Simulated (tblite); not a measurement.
Input of a run (GFN2-xTB geometry optimisation, gas phase (tblite 0.8.0)), started from a force field or distance geometry:
```
{"job": {"kind": "relax", "xc": "GFN2-xTB", "basis": "xTB"}, "charge": 0, "multiplicity": 1}
Si    -3.096200    -0.287000    -0.176500
S     -1.365100     0.126600    -1.358000
C      0.063300     0.540500    -0.308500
C      0.725400    -0.702900     0.132600
O      1.931900    -0.466100     0.730800
Si     2.908800     0.504800    -0.263100
S      1.279700     1.340200    -1.418900
H     -2.692200    -0.848000     1.116700
H     -3.761400     1.000700     0.097200
H     -4.007600    -1.171700    -0.918200
H     -0.176700     1.259300     0.484000
H      0.728200    -1.509100    -0.640400
H      0.065300    -1.126800     0.960700
H      3.880600    -0.197400    -1.077300
H      3.511800     1.544800     0.605800
```

Output (eV, eV/Å):
```
step      E/eV     max force
  0    -611.32162    3.358
  1    -611.52931    0.913
  2    -611.57783    0.683
  3    -611.61089    0.415
  4    -611.63023    0.299
  5    -611.64045    0.256
  6    -611.65006    0.277
  7    -611.66036    0.250
  8    -611.67021    0.252
  9    -611.67775    0.187
 10    -611.68276    0.140
 11    -611.68615    0.157
 12    -611.68909    0.146
 13    -611.69232    0.128
 14    -611.69628    0.214
 15    -611.70108    0.257
 16    -611.70594    0.205
 17    -611.70968    0.133
 18    -611.71229    0.127
 19    -611.71453    0.171
 20    -611.71695    0.182
 21    -611.71948    0.134
 22    -611.72165    0.100
 23    -611.72340    0.089
 24    -611.72524    0.136
 25    -611.72738    0.141
 26    -611.72943    0.139
 27    -611.73100    0.104
 28    -611.73209    0.097
 29    -611.73294    0.081
 30    -611.73368    0.066
 31    -611.73424    0.068
 32    -611.73465    0.048
 33    -611.73500    0.046
 34    -611.73533    0.050
 35    -611.73563    0.049
 36    -611.73587    0.044
 37    -611.73610    0.036
 38    -611.73635    0.047
 39    -611.73668    0.052
 40    -611.73708    0.060
 41    -611.73760    0.081
 42    -611.73822    0.081
 43    -611.73889    0.076
 44    -611.73955    0.076
 45    -611.74028    0.072
 46    -611.74126    0.106
 47    -611.74272    0.121
 48    -611.74462    0.129
 49    -611.74658    0.139
 50    -611.74835    0.112
 51    -611.74975    0.111
 52    -611.75075    0.097
 53    -611.75146    0.084
 54    -611.75222    0.082
 55    -611.75306    0.078
 56    -611.75509    0.137
 57    -611.75621    0.134
 58    -611.75723    0.064
 59    -611.75763    0.047
 60    -611.75805    0.056
 61    -611.75856    0.102
 62    -611.75918    0.124
 63    -611.75978    0.085
 64    -611.76032    0.059
 65    -611.76074    0.064
 66    -611.76142    0.078
 67    -611.76207    0.073
 68    -611.76257    0.058
 69    -611.76298    0.055
 70    -611.76350    0.073
 71    -611.76428    0.083
 72    -611.76517    0.066
 73    -611.76580    0.054
 74    -611.76610    0.061
 75    -611.76631    0.058
 76    -611.76658    0.040
 77    -611.76707    0.045
 78    -611.76752    0.047
 79    -611.76786    0.037
 80    -611.76801    0.027
 81    -611.76807    0.023
 82    -611.76813    0.020
 83    -611.76820    0.029
 84    -611.76832    0.037
 85    -611.76848    0.041
 86    -611.76870    0.042
 87    -611.76892    0.036
 88    -611.76908    0.033
 89    -611.76920    0.030
 90    -611.76931    0.032
 91    -611.76945    0.034
 92    -611.76965    0.034
 93    -611.76993    0.037
 94    -611.77033    0.045
 95    -611.77087    0.056
 96    -611.77142    0.063
 97    -611.77215    0.084
 98    -611.77284    0.069
 99    -611.77423    0.066
100    -611.77648    0.091
101    -611.77962    0.147
102    -611.77233    0.610
103    -611.78655    0.241
104    -611.78381    0.236
105    -611.79314    0.136
106    -611.78918    0.361
107    -611.79913    0.173
108    -611.80271    0.142
109    -611.81336    0.212
110    -611.82072    0.436
111    -611.83334    0.205
112    -611.83857    0.162
113    -611.84805    0.214
114    -611.85200    0.171
115    -611.85638    0.128
116    -611.86096    0.155
117    -611.86447    0.126
118    -611.86697    0.115
119    -611.86900    0.077
120    -611.87013    0.084
121    -611.87117    0.072
122    -611.87216    0.074
123    -611.87317    0.065
124    -611.87384    0.064
125    -611.87442    0.044
126    -611.87486    0.036
127    -611.87528    0.040
128    -611.87560    0.045
129    -611.87590    0.078
130    -611.87629    0.056
131    -611.87680    0.034
132    -611.87709    0.034
133    -611.87722    0.021
134    -611.87729    0.018
135    -611.87734    0.016
136    -611.87741    0.020
137    -611.87749    0.027
138    -611.87758    0.023
139    -611.87766    0.021
140    -611.87772    0.014
141    -611.87776    0.015
142    -611.87781    0.019
143    -611.87787    0.019
144    -611.87793    0.018
145    -611.87797    0.012
146    -611.87800    0.016
147    -611.87804    0.018
148    -611.87811    0.021
149    -611.87823    0.029
150    -611.87840    0.031
151    -611.87856    0.033
152    -611.87869    0.028
153    -611.87881    0.027
154    -611.87894    0.024
155    -611.87906    0.017
156    -611.87912    0.015
157    -611.87916    0.014
158    -611.87920    0.016
159    -611.87924    0.013
160    -611.87928    0.015
161    -611.87932    0.017
162    -611.87937    0.018
163    -611.87944    0.022
164    -611.87953    0.021
165    -611.87964    0.028
166    -611.87978    0.038
167    -611.87994    0.035
168    -611.88004    0.025
169    -611.88003    0.046
170    -611.88016    0.022
171    -611.88019    0.012
172    -611.88025    0.010
173    -611.88029    0.016
174    -611.88035    0.015
175    -611.88039    0.014
176    -611.88042    0.011
177    -611.88045    0.012
178    -611.88047    0.012
179    -611.88049    0.007
```

Q: Summarise the run.

A: The energy falls by 53.9 kJ/mol over 179 L-BFGS steps, the largest force on an atom goes from 3.36 to 0.007 eV/Å, and the atoms move by 1.135 Å rms after alignment. The bond that changes most is O5–Si6 (silyl ether oxygen to oxygen-bound silicon), which shortens by 0.074 Å. Bonds longer at the end by more than 0.005 Å: 3 of 15; shorter: 10. Among the angles that change most is Si1–S2–C3, from 111.2° to 100.1°. Among the dihedrals that turn most is Si1–S2–C3–H11, from -46° to 57°. The energy rose by more than 1e-5 eV at steps 102, 104 and 106. The first step brought 37 % of the lowering.

Q: What are the final bond lengths?

A: Si1–S2 2.156 Å, S2–C3 1.809 Å, C3–C4 1.522 Å, C4–O5 1.396 Å, O5–Si6 1.624 Å, Si6–S7 2.148 Å, C3–S7 1.836 Å, Si1–H8 1.459 Å, Si1–H9 1.453 Å, Si1–H10 1.452 Å, C3–H11 1.091 Å, C4–H12 1.096 Å, C4–H13 1.094 Å, Si6–H14 1.451 Å, Si6–H15 1.449 Å. Numbering counts from 1 in the input's order; the species is `[SiH3]S[C@H]1CO[SiH2]S1`.

Its GFN2-xTB frequencies are all real (lowest 38 cm⁻¹). The numbers are those of one conformer. 3 starts were optimised and ended at 0.00, 0.01 and 0.42 kcal/mol (GFN2-xTB); the lowest of these is shown.

The numbers are calculated, not measured.
